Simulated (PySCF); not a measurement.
## Excitation energy of Sc by level of theory

Sc [Ar] 3d1 4s2 (2D) → Sc [Ar] 4s2 5s1 (2S), as a difference of total energies. Calculation: PySCF 2.14, in aug-cc-pVQZ-DK (9s8p6d4f3g2h, 140 functions); scalar relativity by spin-free X2C-1e. Correlated levels: valence: [Ar] frozen. The calculations carry no spin-orbit coupling.

```tsv
method	excitation energy (cm⁻¹)
UHF	41749
LDA	50880
PBE	50856
PBE0	49496
TPSS	52030
BLYP	50700
BHandHLYP	48387
MP2 (valence)	41769
SCS-MP2 (valence)	41529
```

A first-order spin-orbit estimate (lowest level to lowest level, LS coupling) adds 0.017 eV.

The promoted electron is Rydberg-like, and one or two diffuse shells describe it only roughly, which tends to raise the upper state.
